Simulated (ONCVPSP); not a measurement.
## Configuration tests for Ru (ONCV)

```
Element                 : Ru (Z = 44)
Generator               : ONCVPSP 4.0.1
Type                    : optimised norm-conserving Vanderbilt (ONCV)
Functional              : BLYP
Relativity              : scalar-relativistic
Frozen core             : [Kr]
Valence charge          : 8
Reference configuration : 4d7 5s1
Partial waves           : 5s: rc 3.66 bohr, ncon 3, nbas 6, qcut 2.3 1/bohr, 2 projectors, debl 2.7 Ha; p scattering state at 0.42 Ha: rc 2.82 bohr, ncon 4, nbas 8, qcut 3.6 1/bohr, 2 projectors, debl 1.1 Ha; 4d: rc 1.66 bohr, ncon 5, nbas 9, qcut 7.6 1/bohr, 2 projectors, debl 1.7 Ha
Local potential         : polynomial inside 1.22 bohr (lpopt 5, dvloc0 4 Ha)
Core correction         : polynomial model core, fcfact 0.65
```

In the p channel the program set the typed energies aside and used 0.050, 1.150 Ha.

Energies are relative to the spin-unpolarised reference configuration 4d7 5s1; without spin polarisation the order of configurations can differ from experiment.

```csv
valence configuration,charge,ΔE all-electron (eV),error AE − PS (meV)
4d6 5s0,+2,25.482,-164
4d5 5s0,+3,56.003,-580
4d6 5s1,+1,9.987,+20
```

Problem. What are ΔE and the potential's error for 4d7 5s0?

Solution. ΔE = 7.365 eV all-electron; the error (AE − PS) is -21 meV.

Levels in the configuration 4d6 5s0:

```json
{"level": "4d", "all-electron (eV)": "-24.051", "pseudo (eV)": "-24.296"}
```

Note: no bound ghost flagged; GHOST(+) flagged for s at 8.5 eV, p at 23.7 eV.
